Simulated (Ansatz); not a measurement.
`N#CN[SiH2]O` → `N#CN` + `O[SiH]` at 600 K and 1 bar (silylene formation by 1,1-elimination).

Computed with Ansatz on PBE0-D4/def2-TZVP structures; ΔE is electronic, products minus reactants. CCSD(T)/CBS adds triple-zeta CCSD(T) − MP2 to the extrapolated MP2 energy (def2 sets, frozen cores). This one scheme is used for every species. One conformer a species, not always the lowest.

```json
{"species": "`N#CN[SiH2]O`", "CCSD(T)/CBS energy (Eh)": "-514.16403", "H − E (kJ/mol)": "206.2", "S (J/(mol·K))": "419.7"}
{"species": "`N#CN`", "CCSD(T)/CBS energy (Eh)": "-148.62764", "H − E (kJ/mol)": "120.2", "S (J/(mol·K))": "289.3"}
{"species": "`O[SiH]`", "CCSD(T)/CBS energy (Eh)": "-365.43832", "H − E (kJ/mol)": "81.5", "S (J/(mol·K))": "278.0"}
```

H − E and S are ideal-gas, rigid-rotor, harmonic terms from PBE0-D4/def2-TZVP, for one conformer and one mirror image of each species. 1 Eh = 2625.50 kJ/mol, R = 8.31446 J/(mol·K).

By hand: ΔE, ΔH, ΔS and ΔG.

ΔE = (-148.62764) + (-365.43832) − (-514.16403) = 0.09807 Eh = 257.5 kJ/mol. Δ(H − E) = 120.2 + 81.5 − 206.2 = -4.5, so ΔH = 253.0 kJ/mol. ΔS = 289.3 + 278.0 − 419.7 = 147.6 J/(mol·K). ΔG = 253.0 − 600 × (147.6)/1000 = 164.4 kJ/mol.

By hand: the equilibrium constant, and the temperature at which ΔG would vanish if ΔH and ΔS stayed fixed.

log₁₀ K = −ΔG/(RT ln 10) = -14.3. ΔG = 0 at ΔH/ΔS = 1714 K.

The number of gas molecules changes by +1, which sets the sign of ΔS. A doubt of 5 kJ/mol in ΔE shifts log₁₀ K by 0.4 here. Other conformers and mirror images would add mixing entropy, several J/(mol·K) or more a flexible species. Modes under 60 cm⁻¹, often nearly free rotors, make the harmonic entropy too high. These are equilibria of isolated gas molecules and say nothing of rates. Largest T1 diagnostic: 0.016 (customary marks: 0.02 for closed shells, 0.045 for open ones).
